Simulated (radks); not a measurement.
The numbers below are computed, except where a source is named.
Ionisation of Rb, [Kr] 5s1, to Rb+, [Kr], under several functionals. Scalar-relativistic Kohn-Sham, spin-polarised, spherical densities, point nucleus; open shells are filled with parallel spins first (spin-orbit coupling, left out, can overturn this in heavy ions); a radial shooting solver on a logarithmic mesh with Libxc functionals.

functional                               E(Rb) (hartree)  Exc (hartree)  IE (eV)  -e(HOMO) (eV)  <r> HOMO (bohr)  IE error (eV)
B86b exchange with PBE correlation           -2981.67771     -101.15238    4.297          2.453            5.155         +0.120
PBE                                          -2981.20150     -100.66900    4.290          2.436            5.171         +0.113
LDA (Slater exchange, VWN5 correlation)      -2977.66592      -97.08508    4.407          2.548            5.044         +0.230
OLYP                                         -2982.44706     -102.00424    4.103          2.205            5.308         -0.074
PBEsol                                       -2979.34921      -98.78996    4.229          2.451            5.135         +0.052

NIST Atomic Spectra Database: 4.177 eV (measured). Closest: PBEsol. The Delta-SCF values span 0.30 eV, the total energies 4.78 hartree. The highest occupied level is 5s.
